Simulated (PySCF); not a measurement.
Compound: C7H10NP.
Bonds: C1–C2, C2–C3 (aromatic), C3–N4 (aromatic), N4–C5 (aromatic), C5–C6, C6–C7, C7–C8, C5–P9 (aromatic), C2–P9 (aromatic), C6–C8. Hydrogens: H10, H11, H12 on C1; H13 on C3; H14 on N4; H15 on C6; H16, H17 on C7; H18, H19 on C8.

NICS is the negative of the GIAO shielding at a point without a nucleus: at the ring centre (0) and 1 Å above and below it (1); zz is the component along the ring normal. Level: GIAO PBE0/pcSseg-1 (PySCF, non-relativistic, gas phase) on the GFN2-xTB geometry, one conformer.

Ring bond lengths (Å), with Mayer bond orders in brackets: C2–C3 1.364 (1.53), C3–N4 1.359 (1.12), N4–C5 1.355 (1.17), C5–P9 1.732 (1.38), P9–C2 1.773 (1.20); C6–C7 1.506 (0.94), C7–C8 1.491 (0.97), C8–C6 1.506 (0.94).

Problem. Give the NICS values of each ring in ppm.

Solution. 
| ring | type | NICS(0) | NICS(1), two faces | NICS(1)zz, two faces | rms pucker (Å) | centre to ring atoms, mean (Å) |
| --- | --- | --- | --- | --- | --- | --- |
| C2–C3–N4–C5–P9 | 5-membered ring with N and P; formal bonds all aromatic | -12.1 | -10.4 / -10.3 | -24.9 / -24.8 | 0.00 | 1.28 |
| C6–C7–C8 | 3-membered carbocycle; formal bonds all single | -41.9 | -7.0 / -8.1 | -24.3 / -24.1 | 0.00 | 0.87 |

Problem. What can be read from them?

Solution. 
- C2–C3–N4–C5–P9: mean NICS(1)zz -24.9 ppm, shielded.
- C6–C7–C8: mean NICS(1)zz -24.2 ppm, shielded. C6, C7, C8 have four or more neighbours, and the NICS criterion for π rings isn't applied. NICS(0) lies 34 ppm below the mean NICS(1).

Problem. What does the geometric index give? HOMA takes Krygowski's 1993 parameters.

Solution. 
- C2–C3–N4–C5–P9: HOMA 0.79; the largest term is that of P9–C2, α(R − Ropt)² = 0.66.

Problem. At the first NICS(1) probe listed for ring C2–C3–N4–C5–P9, 1 Å off the ring, how large is the induced field along the normal in 7.05 T applied along it?

Solution. NICSzz × B0 = -24.9 ppm × 7.05 T = -176 μT, against the applied field.

Problem. What are the shieldings of the ring atoms and their hydrogens in the same run (means over atoms taken as equivalent)?

Solution. 
```
   atoms                          environment  σ isotropic (ppm)
      C2          substituted aromatic carbon               38.2
      C3  aromatic CH next to a ring nitrogen               62.3
      N4                pyrrole-type nitrogen               74.7
      C5          substituted aromatic carbon                3.3
      C6                 benzylic-type carbon              168.5
 C7 (×2)           three-membered-ring carbon              166.6
      P9             phosphorus bonded to 2 C              234.5
     H13                    aromatic hydrogen              24.64
     H14                         N–H hydrogen              23.15
     H15                     methine hydrogen              30.23
H16 (×2)                   methylene hydrogen              30.97
H17 (×2)                   methylene hydrogen              30.49
```

Conformer computed: `[CH3:1][c:2]1[cH:3][nH:4][c:5]([CH:6]2[CH2:7][CH2:8]2)[p:9]1`: N4–C5–C6–C7 145°.
